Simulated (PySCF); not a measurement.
3-silyloxypropanenitrile (C₃H₇NOSi), SMILES C(CCO[SiH3])#N.

The structure is a stationary point at r2SCAN-D4/def2-SVP. One conformer was computed; it need not be the lowest.

All values below come from PySCF with B3LYP/def2-TZVP.

Symmetry labels are those of the subgroup Cs that the program uses (full group Cs).

Computed valence orbital energies around the gap with their symmetry:
| orbital | symmetry | energy (eV) |
|---|---|---|
| HOMO−7 | A" | -11.89 |
| HOMO−6 | A' | -10.38 |
| HOMO−5 | A' | -10.11 |
| HOMO−4 | A" | -10.10 |
| HOMO−3 | A' | -9.44 |
| HOMO−2 | A" | -9.18 |
| HOMO−1 | A' | -9.03 |
| HOMO | A" | -8.45 |
| LUMO | A' | -0.37 |
| LUMO+1 | A' | 0.16 |
| LUMO+2 | A" | 0.48 |
| LUMO+3 | A' | 0.73 |
